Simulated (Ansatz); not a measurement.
`CCCCCCCCCCS`. Charge 0, multiplicity 3. Geometry r2SCAN-D4/def2-SVP, that of the neutral singlet; atoms count from 1.

Cartesian coordinates in Å:
```
C -2.783 -3.870 -0.925
C -3.130 -3.119 0.359
C -2.970 -1.600 0.262
C -1.538 -1.123 0.019
C -1.411 0.400 0.016
C -0.015 0.930 -0.319
C 1.057 0.574 0.713
C 2.453 1.112 0.388
C 2.564 2.636 0.415
C 3.980 3.165 0.205
S 4.729 2.768 -1.422
H -3.381 -3.498 -1.775
H -2.983 -4.948 -0.825
H -1.721 -3.757 -1.194
H -2.504 -3.497 1.189
H -4.173 -3.348 0.641
H -3.343 -1.138 1.195
H -3.623 -1.214 -0.545
H -1.166 -1.514 -0.947
H -0.881 -1.559 0.795
H -1.724 0.793 1.003
H -2.134 0.812 -0.712
H 0.296 0.547 -1.310
H -0.074 2.028 -0.425
H 1.123 -0.524 0.808
H 0.740 0.945 1.707
H 3.177 0.696 1.112
H 2.774 0.746 -0.604
H 2.206 3.012 1.393
H 1.899 3.086 -0.345
H 4.675 2.713 0.934
H 4.023 4.255 0.358
H 3.858 3.492 -2.161
```

At PBE0-D4/def2-TZVP a singlet of charge 0 lies 5.00 eV below the triplet at the same geometry.

(1) Estimate the Mulliken populations of the heavy atoms from the PBE0/def2-TZVP orbitals of Ansatz.

(2) Where does the spin sit?

(3) And the Mayer bond orders between heavy atoms (over 0.3)?

## Answers

(1) 
| atom | charge (e) | spin (α − β) |
| --- | --- | --- |
| C1 | -0.40 | 0.00 |
| C2 | -0.15 | 0.00 |
| C3 | -0.17 | 0.00 |
| C4 | -0.30 | 0.00 |
| C5 | -0.14 | 0.00 |
| C6 | -0.21 | 0.00 |
| C7 | -0.20 | -0.01 |
| C8 | -0.19 | 0.02 |
| C9 | -0.28 | 0.05 |
| C10 | 0.06 | -0.17 |
| S11 | -0.02 | 1.47 |
Mulliken values depend strongly on the basis.

(2) Summed by element: C -0.11, S 1.47, H 0.64, of 2 unpaired in all. Largest on single atoms: S11 1.47, H33 0.39, C10 -0.17.

(3) C1–C2 1.00 (1.53 Å); C2–C3 1.01 (1.53 Å); C3–C4 1.01 (1.53 Å); C4–C5 1.02 (1.53 Å); C5–C6 1.01 (1.53 Å); C6–C7 1.01 (1.53 Å); C7–C8 1.01 (1.53 Å); C8–C9 1.01 (1.53 Å); C9–C10 0.94 (1.53 Å); C10–S11 0.55 (1.83 Å).
